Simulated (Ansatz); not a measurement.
Basis-set extrapolation for C₂H₁₀N₂Si (`CN[SiH2]NC`) (PBE0-D4/def2-TZVP geometry, frozen core, Ansatz 0.2.0). Multiplicity 1, RHF reference.

```tsv
	def2-TZVPP	def2-QZVPP
HF	-479.519447	-479.538581
MP2 correlation	-0.905527	-0.967577
CCSD(T) correlation	-0.995743	not run
```

Energies in hartree. Use E(X) = E(∞) + A·exp(−7.88·√X) for Hartree–Fock and E(X) = E(∞) + B·X^(−2.97) for correlation, with X = 3 and 4, and add CCSD(T) minus MP2 of the smaller set to the MP2 limit.

Problem. What is the CCSD(T) energy at the basis-set limit?

Solution. HF limit: -479.538581 + (-0.019134) × 0.13774 = -479.54122. MP2 limit: -0.967577 + (-0.062050) × 0.74074 = -1.01354. Higher-order term: -0.995743 − (-0.905527) = -0.09022. Total: -480.64498 hartree, 81.4 kcal/mol below CCSD(T)/def2-TZVPP.
